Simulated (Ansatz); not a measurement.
Other settings, tried on SiH2Me(OMe) (C2H8OSi).

```yaml
crystal:
  periodic: [false, false, false]
  atoms:
    - {symbol: Si, position_ang: [0.384262, 0.553313, 0.260416]}
    - {symbol: H, position_ang: [0.402409, 0.620437, 1.759145]}
    - {symbol: H, position_ang: [1.806895, 0.573405, -0.215673]}
    - {symbol: C, position_ang: [-0.584126, 1.969673, -0.461482]}
    - {symbol: H, position_ang: [-0.141759, 2.936983, -0.173919]}
    - {symbol: H, position_ang: [-1.626179, 1.949427, -0.105686]}
    - {symbol: H, position_ang: [-0.597071, 1.911269, -1.561085]}
    - {symbol: O, position_ang: [-0.361858, -0.855201, -0.237518]}
    - {symbol: C, position_ang: [0.091541, -2.140665, 0.115093]}
    - {symbol: H, position_ang: [1.123654, -2.328520, -0.238971]}
    - {symbol: H, position_ang: [-0.569268, -2.888729, -0.350707]}
    - {symbol: H, position_ang: [0.071489, -2.301381, 1.210368]}
basis:
  gaussian: {orbitals: "6-31G*"}
magnetization: {spin_polarized: true, initial_magnetization: 0}
hamiltonian: {xc: {name: r2SCAN0}, dispersion: d3bj}
scf: {omitted_lower_state_checks: [starts]}
```

```sh
$ ansatz run in.yaml --threads 4 --pin off --events-out ev --progress --plain --max-ram 3916MiB
```

It prints (some lines left out):

```
Warning: the engine holds no damping parameters fitted to this dispersion correction and functional, so the run takes those fitted to r2scan0 beside the three-body term, which d3bj leaves out (hamiltonian.dispersion, under Limitations)
Functional definition: r2SCAN0
834 factors; integrals over basis functions are off by at most 7.7e-4 eV
mean field evaluation 1: about -12120.2067 eV, gradient 3.6e1 eV
mean field evaluation 2: about -12117.6812 eV, gradient 4.4e1 eV
mean field evaluation 4: about -12125.4143 eV, gradient 1.3e0 eV
mean field evaluation 8: about -12125.7064 eV, gradient 1.0e-1 eV
mean field evaluation 16: about -12125.7065 eV, gradient 1.4e-5 eV
mean field -12125.70648945 eV, -445.6114943882 hartree, gradient 1.4e-5 eV, S^2 0.000000; 0 other end points of the search recorded, 0 dependent functions left out
reference -12125.70649715 eV, -445.6114946711 hartree; 21, 21 occupied and 59, 59 virtual orbitals, 834 factors
Total energy: -12125.77339552 eV, -445.6139531411 hartree
Checks for a lower state left out: starts
```

Run time 2.7 s (4 threads of Arm Neoverse V1 on a shared host).

The 6-31G sets use Cartesian d functions.
